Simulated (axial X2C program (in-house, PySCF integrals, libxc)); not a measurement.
**Potential curves of CoB, 2c**

Calculated with an in-house relativistic program for diatomic molecules. Two-component (2c) means X2C with spin–orbit coupling and atomic mean-field two-electron Coulomb and Gaunt terms. Basis: Co dyall-cv3z [9s10p6d3f2g], B dyall-v3z [7s6p2d1f] (cores contracted in-house); Gaussian nuclei, density fitting, unrestricted open shells. Masses: Co 58.933 u, B 11.009 u.

State: Ω = 3 (⟨Sz⟩ = 1.00, ⟨Lz⟩ = 2.00 at BHandHLYP). Energies in eV from the lowest point of each curve. Fits are polynomials in 1 − R0/R over 0.85 to 1.23 times the lowest point R0.

```tsv
R (Å)	BHandHLYP
1.4538	0.8050
1.5206	0.4036
1.5707	0.2120
1.6209	0.0911
1.6710	0.0251
1.7295	0.0000
1.7880	0.0157
1.8632	0.0777
1.9551	0.1953
2.0888	0.4096
```

One determinant describes the state; a PBE0 search over occupations chose it and may have missed a lower one. Density functionals use the spin component along the axis (collinear). Other states lie close and PBE0, whose exact exchange favours high spin, may order them wrongly; the determinant shown need not be the ground state. The nearest other spin-free determinant of the search, M_S = 0, Λ = 2, lies 0.07 eV up at the distance of the search. Without a current term, density functionals place determinants with orbital angular momentum somewhat too high. With several unpaired electrons one determinant need not be a pure state. A state of lower Ω lies just above, and one determinant can place such states too high, so the state shown need not be the lowest. The search has Ω = 2 only 0.07 eV up. The determinant is spin-polarised beyond a pure state at some levels (its spin-free form has ⟨S²⟩ too high), which makes Re and μ there less reliable.

Question: Fit the BHandHLYP curve near its minimum: give the equilibrium distance and the harmonic wavenumber.

Answer: At BHandHLYP, 2c: Re = 1.733 Å, ωe ≈ 583 cm⁻¹; Be follows as 0.605 cm⁻¹.
